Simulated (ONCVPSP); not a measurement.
# An all-electron radial function and its pseudo partner (Ag)

Columns: radius, all-electron u(r) and pseudo u(r) of the 4s shell (level -96.97 eV) of silver in the configuration [Ar] 3d10 4s2 4p6 4d10 5s0.75; PBE, scalar-relativistic, ONCV scheme, ONCVPSP 4.0.1.

```json
{"r (bohr)": "0.088", "all-electron": "0.4400", "pseudo": "0.1577"}
{"r (bohr)": "0.175", "all-electron": "-0.1757", "pseudo": "0.3145"}
{"r (bohr)": "0.262", "all-electron": "-0.6685", "pseudo": "0.4716"}
{"r (bohr)": "0.350", "all-electron": "-0.4995", "pseudo": "0.6272"}
{"r (bohr)": "0.438", "all-electron": "-0.0015", "pseudo": "0.7733"}
{"r (bohr)": "0.525", "all-electron": "0.5069", "pseudo": "0.8998"}
{"r (bohr)": "0.612", "all-electron": "0.8920", "pseudo": "0.9999"}
{"r (bohr)": "0.700", "all-electron": "1.1242", "pseudo": "1.0666"}
{"r (bohr)": "0.788", "all-electron": "1.2186", "pseudo": "1.0945"}
{"r (bohr)": "0.875", "all-electron": "1.2118", "pseudo": "1.0833"}
{"r (bohr)": "0.962", "all-electron": "1.1407", "pseudo": "1.0374"}
{"r (bohr)": "1.050", "all-electron": "1.0329", "pseudo": "0.9626"}
{"r (bohr)": "1.138", "all-electron": "0.9100", "pseudo": "0.8685"}
{"r (bohr)": "1.225", "all-electron": "0.7871", "pseudo": "0.7657"}
{"r (bohr)": "1.312", "all-electron": "0.6707", "pseudo": "0.6613"}
{"r (bohr)": "1.400", "all-electron": "0.5639", "pseudo": "0.5606"}
{"r (bohr)": "1.487", "all-electron": "0.4708", "pseudo": "0.4699"}
{"r (bohr)": "1.575", "all-electron": "0.3893", "pseudo": "0.3892"}
{"r (bohr)": "1.662", "all-electron": "0.3209", "pseudo": "0.3209"}
{"r (bohr)": "1.750", "all-electron": "0.2626", "pseudo": "0.2625"}
{"r (bohr)": "1.838", "all-electron": "0.2141", "pseudo": "0.2140"}
{"r (bohr)": "1.925", "all-electron": "0.1744", "pseudo": "0.1743"}
{"r (bohr)": "2.012", "all-electron": "0.1416", "pseudo": "0.1416"}
{"r (bohr)": "2.100", "all-electron": "0.1145", "pseudo": "0.1145"}
{"r (bohr)": "2.188", "all-electron": "0.0924", "pseudo": "0.0924"}
{"r (bohr)": "2.275", "all-electron": "0.0746", "pseudo": "0.0746"}
```

(1) How many radial nodes do the two functions have?

(2) At about which radius was the pseudo-wave matched?

(3) Is the pseudo-wave norm-conserving?

Results:

(1) The all-electron 4s function has n − l − 1 = 3 (the table is too coarse to show those close to the nucleus); the pseudo-wave has 0, since the states of the same l below it are removed with the core.

(2) 1.75 bohr. The columns agree to 0.0005 from 1.57 bohr on; several derivatives are matched, so the curves merge somewhat inside the radius.

(3) Yes: the ONCV scheme keeps the norm inside the radius equal to the all-electron one, which fixes the energy derivative of the logarithmic derivative at the level.
